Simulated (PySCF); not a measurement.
## Trend along the chalcogens: MCs molecules

PBE with double-zeta basis sets in PySCF, for the lowest determinant that a PBE0 search found; no spin–orbit coupling. De refers to high-spin ground-configuration atoms. A positive dipole means M(−)Cs(+).

| M | basis | state (unpaired electrons) | Re (Å) | ωe (cm⁻¹) | De (eV) | μ (D) |
| --- | --- | --- | --- | --- | --- | --- |
| O | def2-SVP | doublet (π ↑) | 2.576 | 333 | 2.90 | 7.43 |
| S | def2-SVPD | doublet (π ↑) | 3.152 | 186 | 2.77 | 10.55 |
| Se | def2-SVP | doublet (π ↑) | 3.265 | 134 | 2.53 | 9.70 |
| Te | def2-SVP | doublet (π ↑) | 3.506 | 104 | 2.27 | 10.49 |

The shortest bond is that of CsO (2.576 Å), the longest that of CsTe (3.506 Å).

The rows differ in basis set, which adds steps of its own.

Down a group the atoms grow and get heavier, so bonds lengthen and wavenumbers fall; this series shows no clear exception.

Spin–orbit coupling is left out, which matters for elements this heavy, above all for dissociation energies. States were picked by a PBE0 search and need not be the measured ground states.
